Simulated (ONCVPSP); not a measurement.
## Ga ONCV: all-electron and pseudo phase curves

* Element: gallium
* Generator: ONCVPSP 4.0.1
* Type: optimised norm-conserving Vanderbilt (ONCV)
* Functional: PW91
* Relativity: fully relativistic
* Frozen core: [Ar] 3d10
* Valence charge: 3
* Reference configuration: 4s2 4p1
* Partial waves: 4s: rc 1.70 bohr, ncon 3, nbas 6, qcut 3.9 1/bohr, local; 4p: rc 1.75 bohr, ncon 4, nbas 8, qcut 5.5 1/bohr, 1 projector
* Local potential: the s channel
* Core correction: Teter function, fcfact 5.75, rcfact 1.55

Open shells are filled in proportion to 2j + 1.

The phase is arctan(r·R′/R) of the radial function R(r), unwrapped; energies in Ha, scanned from -2 to 5 Ha. A pole is an energy at which the radial function vanishes at the test radius. The pseudo phase is shifted by a multiple of π to meet the all-electron one at the reference energy, and phase errors are pseudo minus all-electron; the curves can meet again beyond the range given. Levels narrower than the energy grid can be missing from the lists of poles.

```csv
channel,radius (bohr),reference energy (Ha),"poles, all-electron","poles, pseudo",unbroken range about the reference energy with phases within 0.05 rad,phase error 1 Ha above the reference energy (rad)
s,1.73,-0.33,2.62,2.29,below 2.9,-0.009
p3/2,1.78,-0.09,3.18,3.12,the whole range,-0.008
p1/2,1.78,-0.10,3.09,3.25,below 4.6,-0.001
```

Phases in the p1/2 channel:

```
E (Ha)  all-electron  pseudo
 -1.98         1.155   1.143
 -1.80         1.123   1.112
 -1.62         1.084   1.075
 -1.44         1.037   1.029
 -1.26         0.980   0.973
 -1.08         0.907   0.901
 -0.90         0.813   0.808
 -0.72         0.689   0.686
 -0.54         0.524   0.522
 -0.36         0.307   0.306
 -0.18         0.038   0.038
  0.00        -0.256  -0.256
  0.18        -0.531  -0.531
  0.36        -0.755  -0.756
  0.54        -0.927  -0.928
  0.72        -1.055  -1.057
  0.90        -1.153  -1.154
  1.08        -1.229  -1.229
  1.26        -1.289  -1.289
  1.44        -1.338  -1.337
  1.62        -1.378  -1.377
  1.80        -1.413  -1.410
  1.98        -1.442  -1.439
  2.16        -1.468  -1.464
  2.34        -1.492  -1.486
  2.52        -1.513  -1.506
  2.70        -1.532  -1.524
  2.88        -1.550  -1.540
  3.06        -1.568  -1.556
  3.24        -1.584  -1.570
  3.42        -1.601  -1.583
  3.60        -1.617  -1.596
  3.78        -1.633  -1.609
  3.96        -1.649  -1.621
  4.14        -1.666  -1.633
  4.32        -1.685  -1.645
  4.50        -1.704  -1.657
  4.68        -1.726  -1.670
  4.86        -1.750  -1.682
```
